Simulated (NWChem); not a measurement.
Molecule: GeCl2, singlet; SMILES [Cl][Ge][Cl]

Results from NWChem. Pople sets run with spherical d functions. Low-valent species are run as closed-shell singlets; no triplet was tried in these runs. All runs use the structure optimised with B3LYP/6-31G* (spherical d). Level r2SCAN/6-31G*: energy and gradient on several grids; changes count from the extra-fine grid, which is no exact limit either.

```json
[
 {"grid": "xcoarse", "size of the energy change (μHa)": "2000", "largest change of a gradient component (μHa/bohr)": "60"},
 {"grid": "coarse", "size of the energy change (μHa)": "90", "largest change of a gradient component (μHa/bohr)": "< 30"},
 {"grid": "medium", "size of the energy change (μHa)": "50", "largest change of a gradient component (μHa/bohr)": "< 30"},
 {"grid": "fine", "size of the energy change (μHa)": "< 10", "largest change of a gradient component (μHa/bohr)": "< 30"},
 {"grid": "xfine", "size of the energy change (μHa)": "< 10", "largest change of a gradient component (μHa/bohr)": "< 30"}
]
```
